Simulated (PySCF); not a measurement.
**Structure elucidation problem**

The spectra below were simulated for a compound C$_{7}$H$_{9}$P.

$^{1}$H NMR (400 MHz, computed): δ 9.01 (m, 1H), 8.00 (m, 1H), 7.87 (m, 1H), 2.90 (m, 3H), 2.64 (s, 3H).

$^{13}$C{$^{1}$H} NMR (computed): δ 180.6 (C), 165.7 (CH), 144.7 (C), 140.8 (CH), 137.0 (CH), 27.8 (CH3), 26.6 (CH3).

- geometry: GFN2-xTB
- shielding tensors at PBE0/pcSseg-1 (GIAO)
- run in PySCF 2.14
- a single conformation, fast rotation and ring inversion assumed for equivalent nuclei, in vacuum, relativity neglected

Scale: $^{1}$H (σ = 31.72 ppm), $^{13}$C (σ = 186.93 ppm) vs TMS (reference shieldings calculated alike).

Q: Which candidate is it?
A. Cc1cccc(C)p1
B. C=CP1C=CCC=C1
C. Cc1ccpc(C)c1

A: C. 

7 carbon signals for 7 carbons: no two carbons are equivalent. Carbon types of the structure: 2 × C, 3 × CH, 2 × CH3, which accounts for all hydrogens. δC 180.6, 144.7: substituted aromatic carbon. δC 165.7, 140.8, 137.0: aromatic CH. δC 27.8, 26.6: methyl carbon on an aromatic ring; a saturated carbon with 1 carbon neighbour and no heteroatom attached. δH 9.01, 8.00, 7.87: hydrogen on an aromatic CH; it sits in the deshielding region of the aromatic ring current. δH 2.90, 2.64: hydrogen on a methyl carbon on an aromatic ring; benzylic-type position, deshielded by the ring.

The others: Cc1cccc(C)p1 would give 4 carbon signals, not 7; C=CP1C=CCC=C1 would give 5 carbon signals, not 7.

Splittings by $^{31}$P in the carbon and heteronuclear signals aren't shown, as no couplings were computed. Shifts are as computed. Against solution values, carbons near 30 ppm lie about +3 ppm off and those near 130 ppm about +5 ppm. Of 1211 compounds with measured shifts, 218 miss one by over three times the rms of a fit or turn the order of signals round; such compounds aren't used in these exercises. Multiplicities follow the n + 1 count of equivalent neighbours, as no J values were calculated; m marks all less simple cases, F and P coupling included.
